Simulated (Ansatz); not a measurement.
Worked example: AuCl + C2H10OSi2 → AuOH + C2H9ClSi2

Species: AuCl (gold monochloride), singlet; C2H10OSi2 `O[SiH2]CC[SiH3]`, singlet; AuOH `[OH][Au]`, singlet; C2H9ClSi2 `[SiH3]CC[SiH2]Cl`, singlet. The partners trade Cl for OH: Au–Cl and Si–OH bonds give way to Au–OH and Si–Cl.

Shapes, held fixed at every level: PBE0-D4/def2-TZVP. Flexible molecules stand in one conformer, not always the lowest. Programs: Ansatz 0.2.0. Electronic energies: no zero-point or thermal term.

At CCSD(T)/def2-TZVPP; 1 Eh = 2625.50 kJ/mol:

```
  species   energy (Eh)
     AuCl   -595.120519
C2H10OSi2   -735.367459
     AuOH   -211.078616
C2H9ClSi2  -1119.364027
```

**Question.** Work out ΔE of the reaction at this level.

**Answer.** 
1. Products less reactants: (-211.078616) + (-1119.364027) − [(-595.120519) + (-735.367459)] = 0.045335 Eh = +119.0 kJ/mol.

Other levels give +114.7 (MP2/def2-TZVPP) to +164.7 kJ/mol (HF/def2-TZVPP). No measured value is set beside it here. For atoms past krypton def2 sets carry core potentials with scalar relativity. Outer-core shells of Au are correlated, in sets that cover them unevenly.
